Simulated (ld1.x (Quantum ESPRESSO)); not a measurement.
## What one change does to a pseudopotential (Au (Z = 79), TM)

* Element: Au
* Generator: ld1.x (Quantum ESPRESSO) 7.5
* Type: norm-conserving Troullier–Martins (Kleinman–Bylander form)
* Functional: BLYP
* Relativity: scalar-relativistic
* Frozen core: [Xe]
* Valence charge: 25
* Reference configuration: 4f14 5d10 6s0 6p1
* Partial waves: 6s (bound, empty): rc 1.90 bohr; 6p (bound): rc 2.45 bohr; 4f (bound): rc 0.90 bohr; 5d (bound): rc 1.80 bohr
* Local potential: the d channel
* Core correction: a·sin(br)/r model core, default radius (core density twice the valence density)

All-electron outer shells of the reference configuration (BLYP, scalar-relativistic, ld1.x):

```csv
shell,level (eV),outermost node (bohr),outermost maximum (bohr)
5s,-110.51,0.48,0.84
4f,-83.14,–,0.37
5p,-61.86,0.52,0.96
5d,-8.84,0.56,1.21
6s,-7.34,1.11,2.29
6p,-1.81,1.32,3.38
```

Change: wave 5d (bound): rc 1.80 bohr becomes 5d (bound): rc 2.20 bohr.

Cutoffs: the cutoffs (Ry, on a coarse ladder) from which the occupation-weighted sum of valence levels, in a spherical-Bessel basis at the reference potential, stays within 10 and 1 mRy of its value at 400 Ry; they do not see the model core or the augmentation charge, which bear on the density cutoff. Errors are all-electron minus pseudo energies relative to the spin-unpolarised reference configuration.

What does the change do?

Both files keep a bound ghost (p); the number of tests that count goes from 7 to 6; of the 6 tests that both files solve, the error grows in 1 and shrinks in 0 by more than 15 % and 0.3 meV (median size 11.4 → 12.8 meV); the range in which the d phases agree narrows (upper end at the end of the scan → 2.1).

| quantity | base | changed |
| --- | --- | --- |
| bound ghosts | p | p |
| tests counted (converged, no solver errors) | 7 of 7 | 6 of 7 |
| error for 4f14 5d10 6s1 6p0, meV [ΔE -5.24 eV] | -0.2 | 0.0 |
| error for 4f14 5d10 6s0 6p0, meV [ΔE 4.23 eV] | -5.0 | -4.8 |
| error for 4f14 5d9 6s0 6p0, meV [ΔE 25.35 eV] | -18 | -23 |
| error for 4f13 5d10 6s1 6p0, meV [ΔE 87.28 eV] | -1770 | -1953 |
| error for 4f14 5d9 6s1 6p0, meV [ΔE 6.76 eV] | -20 | -21 |
| error for 4f14 5d10 6s0.5 6p0, meV [ΔE -1.45 eV] | -0.3 | -0.4 |
| s: phases at 2.65 bohr within 0.05 rad from the reference energy up to (Ry; the scan ends near 5) | n/a | n/a |
| p: phases at 2.65 bohr within 0.05 rad from the reference energy up to (Ry; the scan ends near 5) | 4.8 | to the end of the scan |
| d: phases at 2.65 bohr within 0.05 rad from the reference energy up to (Ry; the scan ends near 5) | to the end of the scan | 2.1 |
| f: phases at 2.65 bohr within 0.05 rad from the reference energy up to (Ry; the scan ends near 5) | 1.2 | 1.2 |

Changed file: Tests not counted: 4f14 5d9 6s1 6p1 (solver errors, printed error -2.0 eV). These tests converged, but a pseudo level misses the all-electron one widely, so the file describes the atom poorly there or has found another state: 4f14 5d9 6s1 6p0: empty 6p by 2.0 eV. A true bound ghost makes a file unfit for plane-wave use even where its test errors are small: the radial tests pick states by their node count and pass the ghost by. Where a test does run into it, the solver fails or the error is huge.
